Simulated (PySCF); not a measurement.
H₆HfO₄Sn, SMILES [OH][Hf]([OH])([OH])[O][SnH3], multiplicity 1.

Geometry optimised at B3LYP-D3(BJ)/def2-SVP. The spin state was assumed, not searched. The def2 effective core potentials stand for the cores of Hf, Sn; spin–orbit coupling is left out. Other conformers were not sampled.

The numbers are results of PySCF with PBE/def2-TZVP, not measurements.

```yaml
total_energy: -566.92028 hartree
point_group: C3
highest_occupied_level: -6.50 eV
lowest_empty_level: -1.26 eV
orbital_gap: 5.24 eV
dipole_moment: 0.19 D
quadrupole, principal values (traceless, Buckingham form, about the centre of nuclear charge): -0.96, -0.96, 1.92 D·Å
mean_static_polarisability: 95.3 bohr³ (14.12 Å³)
polarisability_principal_values: 87.4, 87.4, 111.1 bohr³
```
